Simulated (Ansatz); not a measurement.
Computed with Ansatz on PBE0-D4/def2-TZVP structures; ΔE is electronic, products minus reactants. CBS: MP2 limit from def2 TZ/QZ plus the TZ coupled-cluster correction, frozen cores. This one scheme is used for every species. For Zn outer-core shells are correlated without core-valence functions, which leaves a few kJ/mol of doubt a bond. Scalar relativity is left out up to krypton. Each species was taken in one conformer, which may not be the lowest.

Reaction (ligand exchange at a Zn–S bond): `[OH][Zn][SH]` + `O[SiH3]` → `[OH][Zn][O][SiH3]` + H₂S

```json
{"species": "`[OH][Zn][SH]`", "CCSD(T)/CBS(def2) energy (Eh)": "-2252.58768"}
{"species": "`O[SiH3]`", "CCSD(T)/CBS(def2) energy (Eh)": "-366.69042"}
{"species": "`[OH][Zn][O][SiH3]`", "CCSD(T)/CBS(def2) energy (Eh)": "-2220.29116"}
{"species": "H₂S", "CCSD(T)/CBS(def2) energy (Eh)": "-398.97279"}
```

(1) Work out ΔE.

Largest T1 diagnostic among the species: 0.016.

Results:

(1) ΔE = (-2220.29116) + (-398.97279) − (-2252.58768) − (-366.69042) = 0.01415 Eh = +8.9 kcal/mol.

Leaving LDA and LC-ωPBE aside and taking each functional with its dispersion term where it has one, the values, not all of them listed here, spread over 3.1 kcal/mol, from CAM-B3LYP-D4 to HSE06-D4. At CCSD(T), def2-SVP lies −6.3 kcal/mol from the extrapolated value and def2-TZVPP −1.6 kcal/mol.
